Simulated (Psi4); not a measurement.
BaO (SMILES [O]=[Ba]), singlet, geometry from GFN2-xTB (such geometries of metal compounds can be far from the true shape) (core potentials on Ba), atoms displaced at random by about 0.03 Å a coordinate; PBE0/def2-SVP, gradient (Psi4).

The Psi4 input:
```
memory 2 GB

molecule mol {
0 1
Ba   -0.017169    0.008875   -0.285342
O     0.020572    0.012240    1.841164
symmetry c1
no_reorient
no_com
}

set {
  basis def2-svp
  reference rks
}

gradient('pbe0')
print_variables()
```

Output, abridged:

```
gradient() will perform analytic gradient computation.

   => Loading Basis Set <=

    Name: DEF2-SVP
    Role: ORBITAL
    Keyword: BASIS

    !!!  WARNING: ECP capability is in beta. Please check occupations closely.  !!!

         ---------------------------------------------------------
                                   SCF
               by Justin Turney, Rob Parrish, Andy Simmonett
                          and Daniel G. A. Smith
                              RKS Reference
         ---------------------------------------------------------

  ==> Geometry <==

    Molecular point group: c1
    Full point group: C1

    Geometry (in Angstrom), charge = 0, multiplicity = 1:

       Center              X                  Y                   Z               Mass
    ------------   -----------------  -----------------  -----------------  -----------------
         BA          -0.017169000000     0.008875000000    -0.285342000000   137.905247000000
         O            0.020572000000     0.012240000000     1.841164000000    15.994914619570

  Running in c1 symmetry.

  Rotational constants: A =    473.80826  B =      0.25747  C =      0.25733 [cm^-1]
  Rotational constants: A = 14204414.31238  B =   7718.74195  C =   7714.54983 [MHz]
  Nuclear repulsion =   19.904697225604028

  Charge       = 0
  Multiplicity = 1
  Electrons    = 18
  Nalpha       = 9
  Nbeta        = 9

  ==> Algorithm <==

  SCF Algorithm Type is DF.
  DIIS enabled.
  MOM disabled.
  Fractional occupation disabled.
  Guess Type is SAD.
  Energy threshold   = 1.00e-08
  Density threshold  = 1.00e-08
  Integral threshold = 1.00e-12

  ==> Primary Basis <==

  Basis Set: DEF2-SVP
    Blend: DEF2-SVP
    Number of shells: 16
    Number of basis functions: 44
    Number of Cartesian functions: 50
    Spherical Harmonics?: true
    Max angular momentum: 3

  Core potential: DEF2-SVP
    Number of shells: 4
    Number of ECP primitives: 10
    Number of ECP core electrons: 46
    Max angular momentum: 3

  ==> DFT Potential <==

   => LibXC <=

    Version 7.1.2
    S. Lehtola, C. Steigemann, M. J. T. Oliveira, and M. A. L. Marques,  SoftwareX 7, 1–5 (2018) (10.1016/j.softx.2017.11.002)

   => Composite Functional: PBE0 <=

    PBE0 Hyb-GGA Exchange-Correlation Functional

    C. Adamo and V. Barone,  J. Chem. Phys. 110, 6158 (1999) (10.1063/1.478522)
    M. Ernzerhof and G. E. Scuseria,  J. Chem. Phys. 110, 5029 (1999) (10.1063/1.478401)

    Deriv               =              1
    GGA                 =           TRUE
    Meta                =          FALSE

    Exchange Hybrid     =           TRUE
    MP2 Hybrid          =          FALSE

   => Exchange Functionals <=

    0.7500   Perdew, Burke & Ernzerhof

   => Exact (HF) Exchange <=

    0.2500               HF

   => Correlation Functionals <=

    1.0000   Perdew, Burke & Ernzerhof

   => LibXC Density Thresholds  <==

    XC_HYB_GGA_XC_PBEH:  1.00E-15

   => Molecular Quadrature <=

    Radial Scheme          =       TREUTLER
    Pruning Scheme         =           NONE
    Nuclear Scheme         =       TREUTLER

    Blocking Scheme        =         OCTREE
    BS radius alpha        =              1
    Pruning alpha          =              1
    Radial Points          =             75
    Spherical Points       =            302
    Total Points           =          43237
    Total Blocks           =            408
    Max Points             =            255
    Max Functions          =             44
    Weights Tolerance      =       1.00E-15

   => Loading Basis Set <=

    Name: (DEF2-SVP AUX)
    Role: JKFIT
    Keyword: DF_BASIS_SCF

  ==> Integral Setup <==

  SCF_SUBTYPE=INCORE selected. In-core MEM_DF algorithm will be used.
  Using in-core AOs.

  ==> MemDFJK: Density-Fitted J/K Matrices <==

    J tasked:                   Yes
    K tasked:                   Yes
    wK tasked:                   No
    Algorithm:                 Core
    Schwarz Cutoff:           1E-12
    Mask sparsity (%):       0.0000
    Fitting Condition:        1E-10

   => Auxiliary Basis Set <=

  Basis Set: (DEF2-SVP AUX)
    Blend: DEF2-UNIVERSAL-JKFIT
    Number of shells: 59
    Number of basis functions: 207
    Number of Cartesian functions: 264
    Spherical Harmonics?: true
    Max angular momentum: 5

  Minimum eigenvalue in the overlap matrix is 3.8521782344E-02.
  Reciprocal condition number of the overlap matrix is 1.2778582568E-02.
    Using symmetric orthogonalization.

  ==> Pre-Iterations <==

  SCF Guess: Superposition of Atomic Densities via on-the-fly atomic UHF (no occupation information).

   -------------------------
    Irrep   Nso     Nmo
   -------------------------
     A         44      44
   -------------------------
    Total      44      44
   -------------------------

  ==> Iterations <==

                           Total Energy        Delta E     RMS |[F,P]|

   @DF-RKS iter SAD:  -100.04864847295988   -1.00049e+02   0.00000e+00
   @DF-RKS iter   1:   -99.95331314026670    9.53353e-02   2.40363e-02 DIIS/ADIIS
   @DF-RKS iter   2:   -91.14026843048968    8.81304e+00   5.61936e-02 DIIS/ADIIS
   @DF-RKS iter   3:  -100.47948454233330   -9.33922e+00   8.62402e-03 DIIS/ADIIS
   @DF-RKS iter   4:  -100.52940700107575   -4.99225e-02   1.89051e-03 DIIS/ADIIS
   @DF-RKS iter   5:  -100.53225754574544   -2.85054e-03   1.53631e-03 DIIS/ADIIS
   @DF-RKS iter   6:  -100.53383221540017   -1.57467e-03   6.99124e-04 DIIS/ADIIS
   @DF-RKS iter   7:  -100.53432921239185   -4.96997e-04   2.09348e-05 DIIS
   @DF-RKS iter   8:  -100.53432933616573   -1.23774e-07   1.65193e-05 DIIS
   @DF-RKS iter   9:  -100.53432958925490   -2.53089e-07   5.19688e-07 DIIS
   @DF-RKS iter  10:  -100.53432958960238   -3.47484e-10   1.32027e-07 DIIS
   @DF-RKS iter  11:  -100.53432958962658   -2.42011e-11   2.31934e-08 DIIS
   @DF-RKS iter  12:  -100.53432958962725   -6.67910e-13   9.25310e-10 DIIS
  Energy and wave function converged.

  ==> Post-Iterations <==

   Electrons on quadrature grid:
      Ntotal   =   17.9999529085 ; deviation = -4.709e-05

    Orbital Energies [Eh]
    ---------------------

    Doubly Occupied:

[...]
    Virtual:

[...]
    Final Occupation by Irrep:
              A
    DOCC [     9 ]
    NA   [     9 ]
    NB   [     9 ]

  @DF-RKS Final Energy:  -100.53432958962725

   => Energetics <=

    Nuclear Repulsion Energy =             19.9046972256040284
    One-Electron Energy =                -186.9712284704829699
    Two-Electron Energy =                  75.8899422827309849
    DFT Exchange-Correlation Energy =      -9.3577406274792931
    Empirical Dispersion Energy =           0.0000000000000000
    VV10 Nonlocal Energy =                  0.0000000000000000
    Total Energy =                       -100.5343295896272480

Computation Completed

Properties will be evaluated at   0.000000,   0.000000,   0.000000 [a0]

Properties computed using the SCF density matrix

 Multipole Moments:

 ------------------------------------------------------------------------------------
     Multipole            Electronic (a.u.)      Nuclear  (a.u.)        Total (a.u.)
 ------------------------------------------------------------------------------------

 L = 1.  Multiply by 2.5417464519 to convert [e a0] to [Debye]
 Dipole X            :         -0.0476738           -0.0134435           -0.0611173
 Dipole Y            :         -0.3582044            0.3527552           -0.0054492
 Dipole Z            :        -25.8858205           22.4421834           -3.4436372
 Magnitude           :                                                    3.4441838

 ------------------------------------------------------------------------------------

         ------------------------------------------------------------
                                   SCF GRAD
                          Rob Parrish, Justin Turney,
                       Andy Simmonett, and Alex Sokolov
         ------------------------------------------------------------

  ==> Geometry <==

    Molecular point group: c1
    Full point group: C1

    Geometry (in Angstrom), charge = 0, multiplicity = 1:

       Center              X                  Y                   Z               Mass
    ------------   -----------------  -----------------  -----------------  -----------------
         BA          -0.017169000000     0.008875000000    -0.285342000000   137.905247000000
         O            0.020572000000     0.012240000000     1.841164000000    15.994914619570

  Nuclear repulsion =   19.904697225604028

  ==> Basis Set <==

  Basis Set: DEF2-SVP
    Blend: DEF2-SVP
    Number of shells: 16
    Number of basis functions: 44
    Number of Cartesian functions: 50
    Spherical Harmonics?: true
    Max angular momentum: 3

  Core potential: DEF2-SVP
    Number of shells: 4
    Number of ECP primitives: 10
    Number of ECP core electrons: 46
    Max angular momentum: 3

  ==> DFJKGrad: Density-Fitted SCF Gradients <==

    Gradient:                    1
    J tasked:                  Yes
    K tasked:                  Yes
    wK tasked:                  No
    Integrals threads:           1
    Schwarz Cutoff:          1E-12
    Fitting Condition:       1E-10

   => Auxiliary Basis Set <=

  Basis Set: (DEF2-SVP AUX)
    Blend: DEF2-UNIVERSAL-JKFIT
    Number of shells: 59
    Number of basis functions: 207
    Number of Cartesian functions: 264
    Spherical Harmonics?: true
    Max angular momentum: 5

  ==> DFT Potential <==

   => LibXC <=

    Version 7.1.2
    S. Lehtola, C. Steigemann, M. J. T. Oliveira, and M. A. L. Marques,  SoftwareX 7, 1–5 (2018) (10.1016/j.softx.2017.11.002)

   => Composite Functional: PBE0 <=

    PBE0 Hyb-GGA Exchange-Correlation Functional

    C. Adamo and V. Barone,  J. Chem. Phys. 110, 6158 (1999) (10.1063/1.478522)
    M. Ernzerhof and G. E. Scuseria,  J. Chem. Phys. 110, 5029 (1999) (10.1063/1.478401)

    Deriv               =              1
    GGA                 =           TRUE
    Meta                =          FALSE

    Exchange Hybrid     =           TRUE
    MP2 Hybrid          =          FALSE

   => Exchange Functionals <=

    0.7500   Perdew, Burke & Ernzerhof

   => Exact (HF) Exchange <=

    0.2500               HF

   => Correlation Functionals <=

    1.0000   Perdew, Burke & Ernzerhof

   => LibXC Density Thresholds  <==

    XC_HYB_GGA_XC_PBEH:  1.00E-15

   => Molecular Quadrature <=

    Radial Scheme          =       TREUTLER
    Pruning Scheme         =           NONE
    Nuclear Scheme         =       TREUTLER

    Blocking Scheme        =         OCTREE
    BS radius alpha        =              1
    Pruning alpha          =              1
    Radial Points          =             75
    Spherical Points       =            302
    Total Points           =          43237
    Total Blocks           =            408
    Max Points             =            255
    Max Functions          =             44
    Weights Tolerance      =       1.00E-15

  -Total Gradient:
     Atom            X                  Y                   Z
    ------   -----------------  -----------------  -----------------
       1       -0.001075962830    -0.000095933142    -0.060624821842
       2        0.001074885157     0.000095837056     0.060564100645

  Variable Map:
  ----------------------------------------------------------------------------
[...]
  Array Variable Map:
  ----------------------------------------------------------------------------
[...]
[...]
```
